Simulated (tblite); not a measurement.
Method: GFN2-xTB as coded in tblite; computed harmonic values from a numerical Hessian at the method's own geometry, unscaled. Against measured fundamentals such values can be off by several per cent, at times by over 20. Modes of hydrogen on silicon can be 10 to 20 % off. One conformer each. Thermal functions are those of the rigid rotor and harmonic oscillator, without mixing of conformers.

Question: Order these by their heat capacity Cp at 200 K, highest first (J/(mol K)).
A. `CC(=O)OC1=CC=CC=N1`
B. `C#C[Si@@H]1OCCC1`
C. `O=CO[C@@H]1O[C@@H]1OC(F)F`
D. `O=C(F)[C@]12C[C@H]3C[C@H](C[C@H](C3)C1)C2`
E. `C#CC1=CC=C[Si@H]1F`

Answer: D (120.0), C (108.4), A (106.6), E (102.8), B (96.0).

| SMILES | atoms | mass (u) | symmetry number | modes under 300 cm⁻¹ | ZPE (kJ/mol) | S translation (J/(mol K)) | S rotation | S vibration | S | Cp |
| --- | --- | --- | --- | --- | --- | --- | --- | --- | --- | --- |
| O=C(F)[C@]12C[C@H]3C[C@H](C[C@H](C3)C1)C2 | 28 | 182.11 | 1 | 4 | 633.4 | 165.5 | 122.7 | 61.9 | 350.1 | 120.0 |
| O=CO[C@@H]1O[C@@H]1OC(F)F | 14 | 154.01 | 1 | 7 | 225.1 | 163.4 | 119.4 | 83.9 | 366.7 | 108.4 |
| CC(=O)Oc1ccccn1 | 17 | 137.05 | 1 | 5 | 330.6 | 161.9 | 117.7 | 79.4 | 358.9 | 106.6 |
| C#CC1=CC=C[Si@H]1F | 13 | 124.01 | 1 | 4 | 218.9 | 160.7 | 115.4 | 51.8 | 327.9 | 102.8 |
| C#C[Si@H]1CCCO1 | 15 | 112.03 | 1 | 6 | 300.7 | 159.4 | 111.9 | 50.8 | 322.1 | 96.0 |

Entropies and Cp are for 200 K and 1 bar.
